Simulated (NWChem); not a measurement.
System: Br anion

All runs: NWChem. Pople sets run with spherical d functions. Sets without diffuse functions describe the anion's extra electron poorly. Static field.

Question: Order these runs by computing time, cheapest first, and give rough ratios: Hartree-Fock/aug-cc-pVTZ; Hartree-Fock/aug-cc-pVDZ; Hartree-Fock/def2-TZVP; Hartree-Fock/def2-SVP.

Answer: Hartree-Fock/def2-SVP (1), Hartree-Fock/def2-TZVP (3), Hartree-Fock/aug-cc-pVDZ (20), Hartree-Fock/aug-cc-pVTZ (60). Ratios are rough, from one shared machine; the cheapest took very roughly 2.2 core-seconds. What differs between the cheapest and the dearest: isotropic polarisability (bohr³) 11.9 → 36.9.
